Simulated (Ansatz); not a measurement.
Ideal-gas functions of `C[N]=[V]([F])([F])[F]` at 600 K and 1 bar, from an Ansatz frequency run at PBE0-D4/def2-TZVP.

Molar mass 136.98 g/mol, point group C3v (symmetry number 3), electronic degeneracy 1, moments of inertia 159.018, 262.189, 262.195 u Å². Harmonic wavenumbers (cm⁻¹, unscaled): 63, 104, 104, 198, 198, 249, 374, 374, 667, 765, 789, 789, 1077, 1077, 1381, 1444, 1454, 1454, 3022, 3102, 3102.

Use S(trans) = R[1.5 ln M + 2.5 ln T − 1.1517]; rotational temperatures θ = 24.2544 K / I; S(rot) = R[ln(√π/σ · √(T³/θAθBθC)) + 1.5]; for each mode x = 1.438777 ν̃/T, S = R[x/(eˣ − 1) − ln(1 − e⁻ˣ)] and H = RT x/(eˣ − 1); 1 cm⁻¹ = 0.0119627 kJ/mol; R = 8.31446 J/(mol·K).

**Question.** By hand: the entropy, in J/(mol·K).

**Answer.** Translation 184.8. Rotation: θ = 0.1525, 0.0925, 0.0925 K, giving 115.5. Vibration, mode by mode: 24.04, 19.88, 19.88, 14.59, 14.59, 12.72, 9.49, 9.49, 5.24, 4.35, 4.15, 4.15, 2.41, 2.41, 1.35, 1.20, 1.17, 1.17, 0.05, 0.04, 0.04, in all 152.4. Electronic 0.0. Sum 452.7 J/(mol·K).

**Question.** By hand: H − E and G − E in kJ/mol, counted from the electronic energy.

**Answer.** Zero-point energy ½ × 21787 × 0.0119627 = 130.3; thermal vibration 42.6; translation, rotation and pV give 4 RT = 20.0. H − E = 192.9 kJ/mol, and G − E = 192.9 − 600 × 452.7/1000 = -78.7 kJ/mol.

Vibration gives 34 % of the entropy, 63.8 J/(mol·K) of it from the modes under 150 cm⁻¹: soft modes count most, and the harmonic formula is weakest for them.
